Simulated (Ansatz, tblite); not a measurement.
Spin states of the cluster KBr2⁻, each relaxed with PBE0-D4/def2-TZVPD in Ansatz. Electronic energies in the gas phase.

The xTB rows come from tblite. LC-ωPBE has ω = 0.4 bohr⁻¹. Correlated methods freeze 23 core orbitals; core or outer-core shells of K, Br are correlated, in sets that lack core-valence functions. HOMO above LUMO, or a gap near zero within one spin, warns that the state may not be the lowest or that an electron is smeared out. The structure comes from a short search, and lower isomers may exist.

Singlet geometry (D∞h within 0.1 Å):

Cartesian coordinates in Å:
```
K -0.0006 0.0047 0.0007
Br 1.6745 -0.4742 2.4699
Br -1.6739 0.4695 -2.4706
```

Triplet geometry (C2v within 0.1 Å):

```
atom    x (Å)    y (Å)    z (Å)
  K1  -0.1618   0.3244   1.3135
 Br2  -2.1953   1.0044  -1.2253
 Br3   2.3571  -1.3288  -0.0882
```

Quintet geometry (D∞h within 0.1 Å):

```csv
atom,x (Å),y (Å),z (Å)
K1,0.003,-0.006,0.001
Br2,-1.945,-0.441,3.801
Br3,1.942,0.447,-3.802
```

⟨S²⟩: triplet 2.00 at PBE0-D4/def2-TZVPD (pure 2.00), quintet 6.01 at PBE0-D4/def2-TZVPD (pure 6.00).

Run but left out: GFN2-xTB (tight binding far off the other levels).

Only these spin states were relaxed. The quintet has other bonds than the singlet, so the gap mixes isomer and spin.

| level | triplet − singlet (kJ/mol) | quintet − singlet (kJ/mol) | lowest of these | remarks |
| --- | --- | --- | --- | --- |
| GFN1-xTB | 414.9 | 1111.9 | singlet | – |
| HF/def2-TZVPD | 364.7 | 722.0 | singlet | HOMO above zero (quintet) |
| PBE-D4/def2-TZVPD | 351.8 | 881.3 | singlet | HOMO above zero (quintet), HOMO above zero (triplet), gap within one spin near zero (quintet), gap within one spin near zero (triplet) |
| r2SCAN-D4/def2-TZVPD | 381.9 | 914.9 | singlet | HOMO above zero (quintet), HOMO above zero (triplet), gap within one spin near zero (triplet) |
| PBE0-D4/def2-TZVPD | 395.0 | 883.4 | singlet | HOMO above zero (quintet), HOMO above zero (triplet) |
| CAM-B3LYP-D4/def2-TZVPD | 434.3 | 906.8 | singlet | HOMO above zero (quintet) |
| LC-ωPBE/def2-TZVPD | 454.4 | 894.5 | singlet | – |
| RPA@PBE/def2-TZVPD | 305.6 | 830.7 | singlet | – |
| MP2/def2-TZVPD | 459.2 | 913.8 | singlet | HOMO above zero (quintet) |

Change of the quintet − singlet gap on mixing in exact exchange, in kJ/mol: PBE to PBE0 (25 % exact exchange) 2.1.

The xTB methods have no term that favours high spin, so they put low spin too low.
